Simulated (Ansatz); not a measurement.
Two isomers of Ge3H12Si3: A = `[SiH2]1[SiH2][GeH2][GeH2][SiH2][GeH2]1`, B = `[SiH2]1[SiH2][GeH2][GeH2][GeH2][SiH2]1`.

Isolated molecules relaxed with PBE0-D4/def2-TZVP in Ansatz; ΔE leaves out vibrations. CBS: MP2 limit from def2 TZ/QZ plus the TZ coupled-cluster correction, frozen cores. Functionals use def2-TZVPP. B3LYP here is the variant with VWN-RPA as its local correlation; programs differ in this. For Ge outer-core shells are correlated without core-valence functions, which leaves a few kJ/mol of doubt a bond. Scalar relativity is left out up to krypton.

(1) Which is lower in electronic energy at CCSD(T)/CBS, and by how much? (Estimate.)

(2) Give E(B) − E(A) in kJ/mol with ωB97M-V, PBE0-D4, B3LYP-D4, B3LYP, CCSD(T)/def2-TZVPP, LDA (SPW92), PBE-D4. (Best estimate.)

Largest T1 diagnostic: 0.013.

Answers

(1) Computed: A, by 0.9 kJ/mol. So small a gap doesn't settle the order.

(2) The calculation gave: ωB97M-V 1.3, PBE0-D4 0.2, B3LYP-D4 -0.1, B3LYP 0.0, CCSD(T)/def2-TZVPP 0.2, LDA (SPW92) 0.9, PBE-D4 0.2. None reverses the order clearly.

Leaving LDA and LC-ωPBE aside and taking each functional with its dispersion term where it has one, the values, not all of them listed here, spread over 1.5 kJ/mol, from BHLYP-D4 to ωB97M-V.
